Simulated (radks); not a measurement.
Removal energies from the neodymium ion Nd6+, [Xe], by Delta-SCF beside the eigenvalue of the level emptied. All-electron calculation, scalar-relativistic Kohn-Sham, PBEsol, spin-polarised, spherical densities, finite nucleus; Fermi nuclear charge, rms radius of each element as measured or else 0.836 A^(1/3) + 0.57 fm. Program: a radial shooting solver on a logarithmic mesh with Libxc functionals. Open shells are filled with parallel spins first.

[
 {"removed from": "5p", "final configuration": "[Kr] 4d10 5s2 5p5", "Delta-SCF (eV)": "102.11", "-eigenvalue (eV)": "94.918"},
 {"removed from": "5s", "final configuration": "[Kr] 4d10 5s1 5p6", "Delta-SCF (eV)": "125.50", "-eigenvalue (eV)": "117.67"},
 {"removed from": "4d", "final configuration": "[Kr] 4d9 5s2 5p6", "Delta-SCF (eV)": "227.80", "-eigenvalue (eV)": "214.66"},
 {"removed from": "4p", "final configuration": "[Ar] 3d10 4s2 4p5 4d10 5s2 5p6", "Delta-SCF (eV)": "339.47", "-eigenvalue (eV)": "325.71"}
]
